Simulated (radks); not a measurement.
Problem. All-electron atom: Ta4+ in [Xe] 4f14 5d1. Method: Dirac Kohn-Sham, PBE, spin-unpolarised, spherical densities, point nucleus; open shells are shared between the two j in proportion to 2j + 1; computed with a radial shooting solver on a logarithmic mesh with Libxc functionals. Some entries of the table are withheld. Estimate them.

orbital,occ.,eigenvalue (eV),r(max) (bohr)
1s1/2,2,-67322.06,0.01167
2s1/2,2,(1),0.06704
2p1/2,2,-11080.89,0.04993
2p3/2,4,-9810.561,0.05666
3s1/2,2,-2688.364,0.1889
3p1/2,2,-2460.644,0.1770
3p3/2,4,-2187.147,0.1908
3d3/2,4,(2),0.1497
3d5/2,6,(3),0.1535
4s1/2,2,(4),0.4293
4p1/2,2,(5),0.4295
4p3/2,4,(6),0.4587
4d3/2,4,-270.9390,0.4564
4d5/2,6,-259.3771,0.4657
5s1/2,2,-114.6925,0.9875
5p1/2,2,-87.1400,1.061
5p3/2,4,-77.9860,1.142
4f5/2,6,-67.9640,0.4388
4f7/2,8,-65.9733,0.4438
5d3/2,0.4,-41.6729,1.436
5d5/2,0.6,-40.7296,1.470

Solution. 
(1) 2s1/2 eigenvalue (eV): -11593.96
(2) 3d3/2 eigenvalue (eV): -1803.262
(3) 3d5/2 eigenvalue (eV): -1743.696
(4) 4s1/2 eigenvalue (eV): -581.7562
(5) 4p1/2 eigenvalue (eV): -487.9197
(6) 4p3/2 eigenvalue (eV): -424.9677
